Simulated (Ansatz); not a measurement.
Calculated with Ansatz (gas phase, PBE0-D4/def2-TZVP geometries, no zero-point term in ΔE). CBS: MP2 limit from def2 TZ/QZ plus the TZ coupled-cluster correction, frozen cores. This one scheme is used for every species. DFT in def2-TZVPP. B3LYP here is the variant with VWN-RPA as its local correlation; programs differ in this. Triplets are unrestricted, without spin–orbit coupling. Each species was taken in one conformer, which may not be the lowest.

`C[C@]1(F)O[Si@H]1O` → `[CH2]` (triplet) + `O[Si@H]1O[C@H]1F`  (formal loss of a carbene)

```tsv
level	ΔE (eV)
ωB97M-V	4.85
BLYP	4.58
PBE0	4.73
B3LYP	4.62
```

Problem. What does CCSD(T)/CBS give? (Estimate.)

Solution. Computed: +4.82 eV. The listed levels differ from it by 0.03, -0.24, -0.09, -0.20 eV.

Largest T1 diagnostic among the species: 0.014.

In def2-TZVPP, CCSD(T) changes the Hartree–Fock value by +1.42 eV (the triples alone add +0.12 eV) and MP2 by +1.56 eV. The D4 term adds +0.11 eV with B3LYP and +0.06 eV with PBE0; it sums over pairs of atoms, weighted by their polarisabilities, and B3LYP, whose exchange is more repulsive, gets the larger term. From BLYP to BHLYP (50 % exact exchange), in def2-TZVPP and without D4, ΔE moves by −0.04 eV.
